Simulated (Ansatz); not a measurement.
Two isomers of C2H6BNOSi: A = `N=C1CB1[SiH2]O`, B = `O[SiH2]NC1=CB1`.

Gas-phase electronic energies from Ansatz, PBE0-D4/def2-TZVP geometries. CCSD(T)/CBS is the MP2 limit (def2-TZVPP, def2-QZVPP) plus CCSD(T) − MP2 in def2-TZVPP, frozen cores. DFT in def2-TZVPP. One conformer a species, not always the lowest.

A:

Z-matrix (Å, degrees):
```
C
C 1 1.483
B 1 1.576 2 59.5
H 1 1.092 2 119.1 3 106.7
H 1 1.091 2 118.9 3 -110.0
N 2 1.262 1 145.5 3 178.0
Si 3 1.985 1 149.3 2 -178.1
H 6 1.026 2 110.6 1 2.0
O 7 1.653 3 114.8 1 -15.1
H 7 1.483 3 111.3 1 -134.4
H 7 1.495 3 105.2 1 107.9
H 9 0.958 7 117.3 3 47.0
```

B:

Z-matrix (Å, degrees):
```
Si
N 1 1.738
O 1 1.640 2 114.3
H 1 1.477 2 106.7 3 -116.0
H 1 1.482 2 106.2 3 122.2
C 2 1.351 1 124.4 3 -83.8
H 2 1.009 1 120.5 3 90.6
H 3 0.958 1 118.5 2 69.7
C 6 1.360 2 140.8 1 -3.4
B 6 1.477 2 157.6 1 177.6
H 9 1.081 6 140.3 2 0.1
H 10 1.183 6 152.3 2 -0.7
```

Problem. Which isomer does CCSD(T)/CBS put lower? Give the gap. (Estimate.)

Solution. Ansatz gave: B, by 227.8 kJ/mol.

Problem. Give E(B) − E(A) in kJ/mol with ωB97M-V, CCSD/def2-TZVPP, PBE-D4, r2SCAN-D4, PBE0-D4, MP2/def2-TZVPP, HF/def2-TZVPP. (Best estimate.)

Solution. Computed: ωB97M-V -234.3, CCSD/def2-TZVPP -226.3, PBE-D4 -205.1, r2SCAN-D4 -222.8, PBE0-D4 -222.4, MP2/def2-TZVPP -244.0, HF/def2-TZVPP -250.5. None reverses the order clearly.

Largest T1 diagnostic: 0.014.

The D4 term adds −4.5 kJ/mol with B3LYP and −2.3 kJ/mol with PBE0; it sums over pairs of atoms, weighted by their polarisabilities, and B3LYP, whose exchange is more repulsive, gets the larger term. From PBE to PBE0 (25 % exact exchange), in def2-TZVPP and without D4, E(B) − E(A) moves by −17.7 kJ/mol.

B3LYP here is the variant with VWN-RPA as its local correlation; programs differ in this.
